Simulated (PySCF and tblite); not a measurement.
Values are calculated unless marked as measured or tabulated.
System: C₅H₇ClO, numbered as in [CH3:1][O:2]/[CH:3]=[CH:4]\[CH:5]=[CH:6]\[Cl:7].

For the rotation about the C3–O2 bond (torsion C4–C3–O2–C1 from -180° to 0°, rising): electronic barrier 4.50 kcal/mol, zero-point change -0.36 kcal/mol, thermal and entropy terms at 400 K a further 0.71 kcal/mol (symmetry numbers apart). The minimum is Cs, the saddle C1. Geometries: GFN2-xTB; energies: PBE0/pcSseg-1 + D3(BJ); zero-point and thermal terms from GFN2-xTB harmonic modes (soft modes blended into free rotors). Rate constants are transition-state-theory values, counting equivalent paths, without tunnelling. (PySCF 2.14 with density fitting, tblite 0.8.)

(1) How many equivalent paths lead out of the minimum?

(2) Work out the rate at 400 K.

Results:

(1) 2: the symmetry number of the minimum is 1, that of the saddle displaced along its mode 1, and the displaced saddle is chiral while the minimum is not, which doubles the count.

(2) ΔG‡ = 4.85 kcal/mol; k_B T/h = 8.3×10¹² s⁻¹; exp(−ΔG‡/RT) = 0.0022; times 2 gives k = 3.7×10¹⁰ s⁻¹. Wigner's tunnelling factor for the 87i cm⁻¹ mode would be 1.00.
